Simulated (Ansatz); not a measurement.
The first iterations of a band of BrH + CH6Si (10 atoms, charge 0, multiplicity 1).

Method: RKS PBE0-D4/def2-SVP (Ansatz 0.2.0).

```
movable images  : 5
climbing image  : yes
spring          : 5.0 eV/Å²
optimiser       : quadratic models (default)
start path      : through a guess of the saddle point
force threshold : 0.05 eV/Å
iteration limit : 60
end points      : relaxed
```

First end point:

```xyz
10
Properties=species:S:1:pos:R:3
Si -0.965 0.491 0.130
C -0.139 -1.135 0.577
H -1.325 0.539 -1.320
H -2.210 0.697 0.934
H -0.049 1.645 0.415
H 2.104 1.506 -0.828
Br 2.492 0.673 -1.914
H -0.811 -1.981 0.367
H 0.783 -1.274 -0.007
H 0.119 -1.161 1.647
```

Last end point:

```xyz
10
Properties=species:S:1:pos:R:3
Si -0.902 1.827 -0.679
C 0.756 -1.811 0.748
H -1.929 1.864 -1.756
H -1.134 0.666 0.222
H -0.918 3.099 0.094
H 1.186 -1.060 0.071
Br 1.104 1.600 -1.624
H -0.170 -2.209 0.312
H 1.474 -2.630 0.892
H 0.533 -1.346 1.718
```

| iteration | highest image above the first end (eV) | largest band force component (eV/Å) |
| --- | --- | --- |
| 1 | 2.003 | 7.149 |
| 2 | 1.799 | 1.773 |
| 3 | 1.672 | 1.125 |

Question: Does the band converge within its limit, and where does its top end?

Answer: It converged. It ended after 9 iterations with the highest image 1.688 eV above the first end. Neighbouring images differ by up to 1.3 eV, so the band resolves the path poorly. A vibrational analysis at the climbing image gives one clearly imaginary mode, 509i cm⁻¹: a first-order saddle point. The orbitals stay closed-shell, which can raise the energy where a bond breaks towards radicals; this wasn't checked here.

Run time: 2 min on 2 threads of Arm Neoverse V1, with other jobs on the host, peak memory 0.22 GiB.
